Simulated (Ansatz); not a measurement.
```yaml
crystal:
  periodic: [false, false, false]
  atoms:
    - {symbol: O, position_ang: [0.069683, 1.056267, 3.446353]}
    - {symbol: B, position_ang: [0.895495, 0.744455, 0.883253]}
    - {symbol: O, position_ang: [3.253696, 1.815214, 0.166260]}
    - {symbol: Si, position_ang: [-1.201089, -1.317410, -1.887058]}
    - {symbol: F, position_ang: [-1.065824, 0.110598, -4.730289]}
    - {symbol: H, position_ang: [-1.645710, 0.325195, 3.823854]}
    - {symbol: H, position_ang: [4.109711, 2.744508, 1.603654]}
    - {symbol: H, position_ang: [-0.185356, -4.070008, -2.216895]}
    - {symbol: H, position_ang: [-4.055199, -1.500490, -1.123062]}
basis:
  gaussian: {orbitals: aug-cc-pVDZ, final_grid: {core_spheres: 20, valence_spheres: 16, degree: 47}}
hamiltonian: {xc: {name: r2SCAN}, pseudopotentials: {relativity: none}}
output: {forces: true}
```

```sh
$ ansatz run in.yaml --threads 2 --pin off --events-out ev --progress --plain --max-ram 4352MiB
```

Shortened log:

```
Functional definition: r2SCAN
1308 factors; their error is unknown
mean field evaluation 1: about -15349.8274 eV, gradient 1.2e2 eV
mean field evaluation 2: about -14228.7342 eV, gradient 3.2e2 eV
mean field evaluation 4: about -14897.9335 eV, gradient 2.4e2 eV
mean field evaluation 8: about -15396.5089 eV, gradient 9.8e0 eV
mean field evaluation 16: about -15397.0436 eV, gradient 7.5e-1 eV
mean field evaluation 32: about -15397.0291 eV, gradient 7.0e-4 eV
mean field -15397.03087550 eV, -565.8304481924 hartree, gradient 4.7e-6 eV, S^2 0.000000; 20 other end points of the search recorded, 0 dependent functions left out
reference -15397.03091800 eV, -565.8304497542 hartree; 24, 24 occupied and 131, 131 virtual orbitals, 1308 factors
Total energy: -15397.03091800 eV, -565.8304497542 hartree
Atom 0 at     0.069683     1.056267     3.446353 Å, force    -2.876207    -1.579851    -0.531031 eV/Å
Atom 1 at     0.895495     0.744455     0.883253 Å, force     0.797859     0.730867     0.898130 eV/Å
Atom 2 at     3.253696     1.815214     0.166260 Å, force     0.334896     1.202855     3.261114 eV/Å
Atom 3 at    -1.201089    -1.317410    -1.887058 Å, force    -0.736651    -0.679024    -1.078464 eV/Å
Atom 4 at    -1.065824     0.110598    -4.730289 Å, force    -0.075462    -0.711440     1.410998 eV/Å
Atom 5 at    -1.645710     0.325195     3.823854 Å, force     3.491423     1.468550    -0.909595 eV/Å
Atom 6 at     4.109711     2.744508     1.603654 Å, force    -1.827459    -1.892691    -2.825993 eV/Å
Atom 7 at    -0.185356    -4.070008    -2.216895 Å, force    -0.476298     1.348564     0.147139 eV/Å
Atom 8 at    -4.055199    -1.500490    -1.123062 Å, force     1.367899     0.112171    -0.372297 eV/Å
Dipole moment:    -0.267552    -0.600410     1.169454 e Å
```

(1) Something in this input is off. What?

## Answers

(1) The coordinates are in bohr but typed as ångström. Self-consistency was reached. The result belongs to that input, not to the molecule as meant.
